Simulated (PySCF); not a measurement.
3-bromo-1-chloro-1-fluoropropa-1,2-diene (C₃HBrClF), SMILES FC(Cl)=C=CBr.

Geometry optimised at PBE-D3(BJ)/def2-SVP.

All values below come from PySCF with PBE-D3(BJ)/def2-SVP.

Frequencies are harmonic and unscaled.

**Question.** Estimate the vibrational spectrum. (The exact figures need the calculation; the answer reports its results.)

**Answer.** 
| mode | ν (cm⁻¹) | IR (km/mol) | moving atoms (share of kinetic energy) |
|---|---|---|---|
| 1 | 72 | 0.0 | Cl 45 %, Br 27 %, C 27 % |
| 2 | 94 | 0.0 | F 46 %, C 35 %, Br 14 % |
| 3 | 218 | 0.6 | C 58 %, H 17 %, Cl 15 % |
| 4 | 306 | 0.3 | C 49 %, F 26 %, Br 17 % |
| 5 | 406 | 9.3 | C 41 %, F 37 %, Cl 18 % |
| 6 | 501 | 1.8 | C 63 %, Cl 26 % |
| 7 | 520 | 11.1 | C 84 % |
| 8 | 632 | 34.4 | C 81 % |
| 9 | 677 | 174.4 | C 60 %, F 24 %, Cl 10 % |
| 10 | 767 | 18.7 | H 72 %, C 28 % |
| 11 | 1063 | 195.2 | C 69 %, F 19 %, H 11 % |
| 12 | 1147 | 85.0 | H 78 %, C 17 % |
| 13 | 1367 | 82.8 | C 88 % |
| 14 | 2017 | 429.1 | C 99 % |
| 15 | 3114 | 0.9 | H 91 %, C 9 % |
